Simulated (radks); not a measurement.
The bromine anion Br-, [Kr], held by a Watson sphere: a shell of charge +1 at radius R that stands for the Madelung well of a crystal (potential energy -1/R inside, -1/r outside, in hartree with lengths in bohr). All-electron calculation, scalar-relativistic Kohn-Sham, PBEsol, spin-polarised, spherical densities, finite nucleus; Fermi nuclear charge, rms radius of each element as measured or else 0.836 A^(1/3) + 0.57 fm. Program: a radial shooting solver on a logarithmic mesh with Libxc functionals. Response by self-consistent Sternheimer equations with the Hartree and adiabatic LDA kernel, the relativistic mass of each level held fixed and spin-orbit coupling left out. The sphere does not respond.

R (bohr)  e(3d) (eV)  e(4s) (eV)  e(4p) (eV)  <r> 4p (bohr)  sum of <r^2> (bohr^2)  X-ray form factor at sin(theta)/lambda = 0.2 1/angstrom  alpha (bohr^3)
2.14         -65.647     -20.467      -8.443          2.111                  45.54                                                   27.915           23.56
2.99         -64.827     -19.086      -7.342          2.205                  48.91                                                   27.774           30.46
3.16         -64.659     -18.843      -7.116          2.219                  49.45                                                   27.761           31.95
3.23         -64.589     -18.746      -7.025          2.225                  49.66                                                   27.757           32.56
3.56         -64.254     -18.311      -6.603          2.247                  50.55                                                   27.741           35.43
4.96         -62.937     -16.827      -5.114          2.299                  52.91                                                   27.726           46.15
